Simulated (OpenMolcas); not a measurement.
**C I: input and output**

Input:

```
&GATEWAY
Coord
1

C 0.0 0.0 0.0
Basis=ANO-R2
Group=XYZ
NoMove
AngMom=0.0 0.0 0.0
AMFI
&SEWARD
&RASSCF
FileOrb=start.orb
Symmetry=1
Spin=3
nActEl=4 0 0
Inactive=1 0
Ras2=1 3
CIRoot=3 3 1
SDav=6
CIMx=300
Iter=120 100
PrWF=0.3
OrbListing=Nothing
MaxOrb=0
Atom
>>> COPY $Project.JobIph JOB001
&RASSCF
FileOrb=start.orb
Symmetry=1
Spin=1
nActEl=4 0 0
Inactive=1 0
Ras2=1 3
CIRoot=6 6 1
SDav=12
CIMx=300
Iter=120 100
PrWF=0.3
OrbListing=Nothing
MaxOrb=0
Atom
>>> COPY $Project.JobIph JOB002
&RASSCF
FileOrb=start.orb
Symmetry=2
Spin=5
nActEl=4 0 0
Inactive=1 0
Ras2=1 3
CIRoot=1 1 1
SDav=1
CIMx=300
Iter=120 100
PrWF=0.3
OrbListing=Nothing
MaxOrb=0
Atom
>>> COPY $Project.JobIph JOB003
&RASSCF
FileOrb=start.orb
Symmetry=2
Spin=3
nActEl=4 0 0
Inactive=1 0
Ras2=1 3
CIRoot=8 8 1
SDav=9
CIMx=300
Iter=120 100
PrWF=0.3
OrbListing=Nothing
MaxOrb=0
Atom
>>> COPY $Project.JobIph JOB004
&RASSI
NrOfJobIphs=4 3 6 1 8
1 2 3
1 2 3 4 5 6
1
1 2 3 4 5 6 7 8
IphNames
JOB001
JOB002
JOB003
JOB004
EJob
SpinOrbit
DIPRint=1.0
SOCoupling=1000.0
Subsets=2
MEES
Property=10
'ANGMOM' 1 'ANGMOM' 2 'ANGMOM' 3 'MLTPL  1' 1 'MLTPL  1' 2 'MLTPL  1' 3
'AMFI' 1 'AMFI' 2 'AMFI' 3 'MLTPL  2' 6
SOProperty=3
'ANGMOM' 1 'ANGMOM' 2 'ANGMOM' 3
```

A driver script runs the steps one by one and writes start.orb anew before each from the orbitals found so far.

Output, cut to the results:

```
--- SEWARD ---
Basis set label: C.ANO-R...4S4P2D1F.

      Electronic valence basis set:
      ------------------
      Associated Effective Charge   6.000000 au
      Associated Actual Charge      6.000000 au
      Nuclear Model: Finite nucleus - Gaussian distribution
        Gaussian exponent, Xi/bohr**(-2):  6.80775E+08

      Shell  nPrim  nBasis  Cartesian Spherical Contaminant
         s      12       4        X
         p       7       4        X
         d       3       2                 X
         f       2       1                 X
                  Relativistic X2C integrals
                  Atomic mean-field integrals
--- RASSCF ---
Wave function specifications:
      -----------------------------

      Number of closed shell electrons           2
      Number of electrons in active shells       4
      Max number of holes in RAS1 space          0
      Max nr of electrons in RAS3 space          0
      Number of inactive orbitals                1
      Number of active orbitals                  4
      Number of secondary orbitals              28
      Spin quantum number                      1.0
      State symmetry                             1
Orbital specifications:
      -----------------------

      Symmetry species                           1   2
                                                ag  au
      Frozen orbitals                            0   0
      Inactive orbitals                          1   0
      Active orbitals                            1   3
      RAS1 orbitals                              0   0
      RAS2 orbitals                              1   3
      RAS3 orbitals                              0   0
      Secondary orbitals                        12  16
      Deleted orbitals                           0   0
      Number of basis functions                 14  19
      Number of CSFs                             6
      Number of root(s) required                 3
      Iter CI   SX   CI       RASSCF       Energy    max ROT     max BLB   max BLB  Level Ln srch  Step   QN
          iter iter root      energy       change     param      element    value   shift minimum  type update
 Nr of preliminary CI iterations:   1
        1   1    8    0   -37.71943795    0.00E+00  -2.84E-02    1   3 1 -1.65E-02*  0.00   0.00    SX    NO
        2   1    8    0   -37.72014679   -7.09E-04* -1.19E-02    2   3 1 -7.43E-03*  0.00   0.00    SX    NO
        3   1    7    0   -37.72022461   -7.78E-05* -6.84E-03    2   3 1  2.50E-03*  0.00   0.00    SX    NO
        4   1    7    0   -37.72024903   -2.44E-05*  3.58E-03    2   3 1 -1.68E-03*  0.00   0.00    SX    NO
        5   1    7    0   -37.72025573   -6.70E-06*  1.27E-03    2   3 1  8.10E-04*  0.00   0.65    QN   YES
        6   1    6    0   -37.72025859   -2.85E-06* -1.97E-05    2   3 1 -1.10E-05   0.00   1.01    QN   YES
        7   1    4    0   -37.72025859   -6.35E-10  -2.35E-06    2   3 1 -4.96E-06   0.00   1.10    QN   YES
      Convergence after  7 iterations
        8   1    4    0   -37.72025859   -1.81E-11  -2.35E-06    2   3 1 -9.32E-07   0.00   1.10    QN   YES
      Natural orbitals and occupation numbers for root  1
      sym 1:   1.955736
      sym 2:   1.000000   1.000000   0.044264
      Natural orbitals and occupation numbers for root  2
      sym 1:   1.955736
      sym 2:   1.000000   0.044264   1.000000
      Natural orbitals and occupation numbers for root  3
      sym 1:   1.955736
      sym 2:   0.044264   1.000000   1.000000
::    RASSCF root number  1 Total energy:    -37.72025859
::    RASSCF root number  2 Total energy:    -37.72025859
::    RASSCF root number  3 Total energy:    -37.72025859
--- RASSCF ---
Wave function specifications:
      -----------------------------

      Number of closed shell electrons           2
      Number of electrons in active shells       4
      Max number of holes in RAS1 space          0
      Max nr of electrons in RAS3 space          0
      Number of inactive orbitals                1
      Number of active orbitals                  4
      Number of secondary orbitals              28
      Spin quantum number                      0.0
      State symmetry                             1
Orbital specifications:
      -----------------------

      Symmetry species                           1   2
                                                ag  au
      Frozen orbitals                            0   0
      Inactive orbitals                          1   0
...
--- RASSI ---
SPIN-FREE ENERGIES:
  (Shifted by EMIN (a.u.) =        -37.7202585858)

 SF State       Relative EMIN(au)   Rel lowest level(eV)    D:o, cm**(-1)      L_eff

     1             0.0000000000        0.0000000000              0.0000         1.0
     2             0.0000000000        0.0000000000              0.0000         1.0
     3             0.0000000000        0.0000000000              0.0000         1.0
     4             0.0578541383        1.5742913019          12697.5157         2.0
     5             0.0578541383        1.5742913019          12697.5157         2.0
     6             0.0578541383        1.5742913019          12697.5157         2.0
     7             0.0578541383        1.5742913019          12697.5157         2.0
     8             0.0578541383        1.5742913019          12697.5157         2.0
     9             0.0960650038        2.6140619237          21083.8313         0.0
    10             0.1073393214        2.9208517342          23558.2580         0.0
    11             0.3122587946        8.4969946691          68532.8838         2.0
    12             0.3122587946        8.4969946691          68532.8838         2.0
    13             0.3122587946        8.4969946691          68532.8838         2.0
    14             0.3122587946        8.4969946691          68532.8838         2.0
    15             0.3122587946        8.4969946691          68532.8838         2.0
    16             0.3690703222       10.0429150893          81001.5729         1.0
    17             0.3690703222       10.0429150893          81001.5729         1.0
    18             0.3690703222       10.0429150893          81001.5729         1.0
     Dipole printing threshold changed to   1.00000000E+00

++ Dipole transition strengths (spin-free states):
   -----------------------------------------------
     for osc. strength at least  1.00000000E+00

  ( Max oscillator strength is only   0.13873106610043395      )
--
Eigenvalues of complex Hamiltonian:
...
```

Levels above the lowest, from the spin-orbit matrix, grouped by J:

```tsv
Configuration	Term	J	E (cm⁻¹)	Measured (cm⁻¹)	Term weight %
2s² 2p²	³P	0	0.0	0.0	100
2s² 2p²	³P	1	14.9	16.4	100
2s² 2p²	³P	2	44.4	43.4	100
2s² 2p²	¹D	2	12727	10193	100
2s² 2p²	¹S	0	21114	21648	100
2s 2p³	⁵S°	2	23588	33735	100
2s 2p³	³D°	2	68562	64091	100
2s 2p³	³D°	1	68562	64090	100
2s 2p³	³D°	3	68563	64087	100
2s 2p³	³P°	0	81031	75256	100
2s 2p³	³P°	1	81031	75254	100
2s 2p³	³P°	2	81031	75255	100
```

Against the 11 measured excited levels shown (NIST Handbook of Basic Atomic Spectroscopic Data) the mean absolute deviation is 4000 cm-1; the largest miss in energy is 2s 2p³ ⁵S°₂: computed 23588, measured 33735 cm⁻¹ (-30.1 %).

Without dynamic correlation excited terms often stand tens of per cent too high (terms of higher spin than the ground term too low), and those without a measured partner can miss by more than the paired ones. Computed and measured levels are paired by configuration, term and J; levels that our copy of the source lacks, or whose pairing is in doubt (as where it misses far off the trend of its configuration), stay unpaired and out of the deviations. Levels of configurations outside the active space are missing. The first state left out of the spin-orbit step lies near 120000 cm-1 above the lowest spin-free state of the reference (among the parities and spins computed), and the list stops at four fifths of that energy or lower.

The term weight is that of the spin-free term in the level, not the purity of its configuration. ° marks odd parity.
